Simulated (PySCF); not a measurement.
Dipole moment and polarisability of `N#CC1=C(F)C[C@H]1[SiH3]`

Compound: C5H6FNSi.
Geometry (GFN2-xTB, Å), atoms numbered from 1 in this order:
```xyz
14
C5H6FNSi angstrom
N     -0.670    3.385   -0.129
C     -0.729    2.239   -0.100
C     -0.780    0.847   -0.037
C     -1.581   -0.114   -0.520
F     -2.659   -0.112   -1.302
C     -0.847   -1.257    0.089
C      0.122   -0.171    0.639
Si     1.907   -0.222   -0.035
H     -0.413   -1.963   -0.619
H     -1.399   -1.810    0.847
H      0.101   -0.091    1.727
H      2.549   -1.396    0.556
H      2.573    1.017    0.350
H      1.824   -0.355   -1.489
```

Level: CAM-B3LYP/def2-SVPD (PySCF), static field, nuclei fixed, core orbitals frozen in the response. The polarisability tensor in these axes (au):

```
x    88.73   2.86   5.98
y     2.86 105.97   0.70
z     5.98   0.70  68.17
```

**Question.** What are the eigenvalues, a third of the trace, and Δα (Δα² = ½Σ(αi − αj)² over the three pairs)?

**Answer.** Principal values 66.56, 89.80 and 106.51 au; mean 87.62 au = 12.98 Å³ = 14.45 × 10⁻⁴⁰ C²·m²/J; Δα = 34.75 au (40 % of the mean).

**Question.** What is the dipole moment, and where does it point?

**Answer.** (1.01, -4.51, 1.11) D, 4.75 D in size, pointing from the negative to the positive side. Measured along this direction, the outermost atoms are N1 at the negative end and H12 at the positive end.

**Question.** Find the Langevin capture rate constant for O2+ (31.990 u) meeting this molecule (127.025 u), k = 2.342 × 10⁻⁹ cm³/s × √(α in Å³ / reduced mass in u).

**Answer.** The reduced mass is 25.55 u, so k = 1.67 × 10⁻⁹ cm³/s. The formula leaves out the permanent dipole, which adds to the capture rate.

**Question.** What would n − 1 = 2πNα be for an ideal gas of these molecules at 400 K and 1 atm, electronic part alone?

**Answer.** N = p/kT = 1.8347 × 10¹⁹ cm⁻³, so n − 1 = 2π × N × 12.98 × 10⁻²⁴ cm³ = 1497 × 10⁻⁶ at long wavelengths.

**Question.** Give the eigenvalues of the traceless quadrupole moment Θ = ½Σq(3rr − r²1), origin at the centre of nuclear charge.

**Answer.** -11.44, 2.64, 8.79 D·Å. The values depend on the origin, since the dipole doesn't vanish. The electronic extent ⟨r²⟩ about the same centre is 1229 bohr², a root-mean-square distance of 2.28 Å for the 66 electrons.

**Question.** What depolarisation ratio follows for Rayleigh scattering of linearly polarised light, taking the static tensor?

**Answer.** ρ = 3Δα²/(45ᾱ² + 4Δα²) = 3621.8/(345511 + 4829.1) = 0.0103.

**Question.** Directions of the eigenvectors, and the extent of the frame along each?

**Answer.** Largest value along (0.17, 0.98, 0.04), where the nuclei span 5.24 Å; middle along (0.95, -0.18, 0.26), 5.65 Å; least along (-0.26, 0.00, 0.97), 3.55 Å. The strongest response doesn't lie along the longest of the three spans.

Isolated species at its GFN2-xTB geometry, gas phase.
